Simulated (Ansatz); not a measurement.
C3H6BFSi, SMILES `C=CC1[SiH2]B1F`, relaxed with RKS PBE0-D4/def2-TZVP in Ansatz from a PBE-D4/def2-SVP geometry. The force threshold is 0.005 eV/Å; the program also tests the step.

Total charge 0; spin multiplicity 1.

Start:

```xyz
12

C     0.441    0.765   -2.076
C    -0.344    0.199   -1.134
C     0.137   -0.471    0.085
Si    0.088   -0.020    2.153
B    -0.658   -1.388    0.995
F    -1.809   -2.042    0.839
H     1.540    0.769   -1.985
H     0.011    1.241   -2.970
H    -1.440    0.220   -1.274
H     1.242   -0.542    0.157
H    -0.742    1.109    2.706
H     1.534    0.161    2.504
```

```tsv
step	energy (eV)	largest force (eV/Å)	largest move (Å)
1	-14470.8081	0.542	0.000
2	-14470.8613	0.229	0.029
3	-14470.8692	0.109	0.033
4	-14470.8713	0.077	0.027
5	-14470.8728	0.069	0.011
6	-14470.8741	0.042	0.028
7	-14470.8743	0.045	0.011
8	-14470.8745	0.028	0.017
9	-14470.8746	0.027	0.009
10	-14470.8746	0.008	0.009
11	-14470.8747	0.003	0.002
```

End:

```xyz
12

C     0.434    0.748   -2.054
C    -0.348    0.235   -1.108
C     0.123   -0.428    0.110
Si    0.096    0.012    2.090
B    -0.652   -1.384    0.991
F    -1.740   -2.102    0.811
H     1.516    0.712   -1.980
H     0.016    1.219   -2.935
H    -1.427    0.294   -1.233
H     1.212   -0.557    0.155
H    -0.740    1.108    2.645
H     1.509    0.144    2.508
```

Hardware: 4 threads of an Arm Neoverse V2 on a shared host. Wall time 41 s, peak host memory 0.65 GiB.
